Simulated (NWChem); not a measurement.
System: SnHOCl, singlet; SMILES [OH][Sn][Cl]

```xyz
4

Sn     0.3378     0.4703     0.0000
Cl    -0.1274    -1.8934     0.0000
O     -1.5659     1.0450     0.0000
H     -2.1953     0.3108     0.0000
```
Atoms are numbered in this order, from 1.

All runs: NWChem. Low-valent species are run as closed-shell singlets; no triplet was tried in these runs. Geometry: optimised at PBE0/def2-SVP. def2 effective core potentials on Sn; no spin-orbit coupling.

What does the run give for PBE/def2-SVP? Quantities: highest occupied level (eV); orbital gap (eV); dipole (D).


```json
{
 "highest occupied level (eV)": "-6.58",
 "orbital gap (eV)": "3.51",
 "dipole (D)": "1.43"
}
```
